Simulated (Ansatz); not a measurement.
Computed with Ansatz on PBE0-D4/def2-TZVP structures; ΔE is electronic, products minus reactants. CBS: MP2 limit from def2 TZ/QZ plus the TZ coupled-cluster correction, frozen cores. This one scheme is used for every species. Functionals use def2-TZVPP. For Ga outer-core shells are correlated without core-valence functions, which leaves a few kJ/mol of doubt a bond. Scalar relativity is left out up to krypton. Each species was taken in one conformer, which may not be the lowest.

`[OH][GaH][OH]` + NH₃ → `[NH2][GaH][OH]` + H₂O  (ligand exchange at a Ga–O bond)

```csv
level,ΔE (kJ/mol),difference from CCSD(T)/CBS
BLYP-D4,27.8,8.8
r2SCAN-D4,27.2,8.2
B97M-V,31.1,12.1
r2SCAN0-D4,24.0,5.0
ωB97X-V,25.1,6.1
PBE-QIDH,22.9,3.9
PBE0,23.5,4.5
MP2/def2-QZVPP,20.9,1.9
SCS-MP2/def2-QZVPP,23.0,4.0
HF/CBS(def2),26.5,7.5
CCSD(T)/CBS,19.0,0
```

Q: What do rigid-rotor, harmonic-oscillator terms from PBE0-D4/def2-TZVP frequencies (298.15 K, 1 bar) make of the CCSD(T)/CBS value? (Estimate.)

A: The calculation gave: ΔZPE = -4.0 kJ/mol, ΔH = +16.8 kJ/mol, ΔS = 8 J/(mol·K), ΔG = +14.4 kJ/mol.

Largest T1 diagnostic among the species: 0.015.

Leaving LDA and LC-ωPBE aside and taking each functional with its dispersion term where it has one, the values spread over 8.7 kJ/mol, from PBE0-D4 to B97M-V. LDA lies −6.2 kJ/mol from PBE without D4. From r2SCAN to r2SCAN0 (25 % exact exchange), in def2-TZVPP and without D4, ΔE moves by −3.1 kJ/mol. At CCSD(T), def2-SVP lies +10.3 kJ/mol from the extrapolated value and def2-TZVPP +5.3 kJ/mol.
